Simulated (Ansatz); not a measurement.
Calculated with Ansatz (gas phase, PBE0-D4/def2-TZVP geometries, no zero-point term in ΔE). CBS: MP2 limit from def2 TZ/QZ plus the TZ coupled-cluster correction, frozen cores. This one scheme is used for every species. Functionals use def2-TZVPP. B3LYP here is the variant with VWN-RPA as its local correlation; programs differ in this. HSE06 is defined as in plane-wave codes.

Consider the silylene formation by 1,1-elimination: `CC(C)[SiH3]` → H₂ + `CC(C)[SiH]`.

`CC(C)[SiH3]`:

```xyz
14

C    -0.239   -1.459   -0.350
C    -0.455    0.015   -0.020
C    -0.123    0.908   -1.213
Si    0.534    0.521    1.501
H    -0.512   -2.111    0.483
H    -0.839   -1.758   -1.216
H     0.809   -1.658   -0.597
H    -1.511    0.162    0.241
H     0.930    0.811   -1.496
H    -0.313    1.963   -1.002
H    -0.721    0.630   -2.087
H     0.283    1.948    1.845
H     1.991    0.350    1.238
H     0.167   -0.321    2.674
```

H₂:

```xyz
2

H     0.041   -0.058    0.366
H    -0.041    0.058   -0.366
```

`CC(C)[SiH]`:

Cartesian coordinates in Å:
```
C -1.363 -0.302 0.289
C 0.112 -0.611 0.152
C 0.847 0.254 -0.877
Si 1.417 0.064 1.356
H -1.810 -0.869 1.110
H -1.517 0.759 0.502
H -1.921 -0.551 -0.621
H 0.275 -1.669 -0.060
H 0.241 1.092 -1.214
H 1.790 0.748 -0.451
H 1.251 -0.306 -1.720
H 0.680 1.392 1.533
```

| level | ΔE (kJ/mol) | difference from CCSD(T)/CBS |
| --- | --- | --- |
| LDA (SPW92) | 252.4 | -2.2 |
| PBE-D4 | 237.8 | -16.8 |
| revPBE-D4 | 231.3 | -23.3 |
| BLYP-D4 | 235.2 | -19.4 |
| r2SCAN-D4 | 258.3 | 3.7 |
| B97M-V | 251.4 | -3.2 |
| B3LYP-D4 | 251.1 | -3.5 |
| r2SCANh-D4 | 261.5 | 6.9 |
| r2SCAN0-D4 | 266.3 | 11.7 |
| HSE06-D4 | 254.0 | -0.6 |
| BHLYP-D4 | 271.0 | 16.4 |
| CAM-B3LYP-D4 | 263.8 | 9.2 |
| ωB97X-V | 265.8 | 11.2 |
| B2PLYP | 254.3 | -0.3 |
| PBE-QIDH | 264.6 | 10.0 |
| PBE | 236.1 | -18.5 |
| revPBE | 227.8 | -26.8 |
| BLYP | 232.2 | -22.4 |
| r2SCAN | 257.6 | 3.0 |
| PBE0 | 252.9 | -1.7 |
| B3LYP | 248.7 | -5.9 |
| r2SCANh | 260.8 | 6.2 |
| HSE06 | 252.6 | -2.0 |
| BHLYP | 269.4 | 14.8 |
| CAM-B3LYP | 262.2 | 7.6 |
| LC-ωPBE | 269.2 | 14.6 |
| RPA@PBE/def2-TZVPP | 244.2 | -10.4 |
| HF/def2-SVP | 288.0 | 33.4 |
| MP2/def2-SVP | 267.3 | 12.7 |
| CCSD/def2-SVP | 263.4 | 8.8 |
| CCSD(T)/def2-SVP | 259.6 | 5.0 |
| SCS-MP2/def2-TZVPP | 260.6 | 6.0 |
| CCSD/def2-TZVPP | 258.2 | 3.6 |
| CCSD(T)/def2-TZVPP | 252.6 | -2.0 |
| HF/def2-QZVPP | 283.1 | 28.5 |
| MP2/def2-QZVPP | 259.7 | 5.1 |
| SCS-MP2/def2-QZVPP | 262.3 | 7.7 |
| HF/CBS(def2) | 283.1 | 28.5 |
| MP2/CBS(def2) | 260.5 | 5.9 |
| CCSD/CBS(def2) | 260.2 | 5.6 |
| CCSD(T)/CBS | 254.6 | 0 |

Largest T1 diagnostic among the species: 0.012.

From BLYP to BHLYP (50 % exact exchange), in def2-TZVPP and without D4, ΔE moves by +37.2 kJ/mol. In def2-TZVPP, CCSD(T) changes the Hartree–Fock value by −30.4 kJ/mol (the triples alone add −5.6 kJ/mol) and MP2 by −24.4 kJ/mol. Leaving LDA and LC-ωPBE aside and taking each functional with its dispersion term where it has one, the values spread over 39.6 kJ/mol, from revPBE-D4 to BHLYP-D4. LDA lies +16.3 kJ/mol from PBE without D4.
